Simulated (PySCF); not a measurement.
Polarisability and C₆ of Tc²⁺ (technetium, charge +2)

[Kr] 4d5, high-spin 6S determinant. Computed with PySCF 2.14 in def2-QZVPPD with the def2 core potential (28 electrons), with scalar relativity through the core potential. Coupled (time-dependent) response in atomic units; α is the mean over directions.

```csv
method,mean α (bohr³),C₆ (like pair),S(−4)
CAM-B3LYP,8.855,47.63,25.35
```

S(−4) is the Cauchy moment in α(ω) = α(0) + S(−4) ω² + …

α(iu) at CAM-B3LYP:

```csv
u (hartree),α(iu) (bohr³)
0,8.855
0.0500,8.792
0.100,8.614
0.200,8.012
0.300,7.275
0.500,5.899
0.750,4.602
1.00,3.668
1.50,2.454
2.00,1.733
3.00,0.9730
5.00,0.4169
```

A single London oscillator, α(iu) = α/(1 + u²/ω²), gives C₆ = (3/4) ω α². Matching the computed C₆ needs ω = 4 × 47.63 / (3 × 8.855²) = 0.810 hartree.

For an ion, C₆ is the dispersion term alone; charge-induced terms of lower order in 1/R come first.

Energies and moments cover only the electrons outside the core potential.
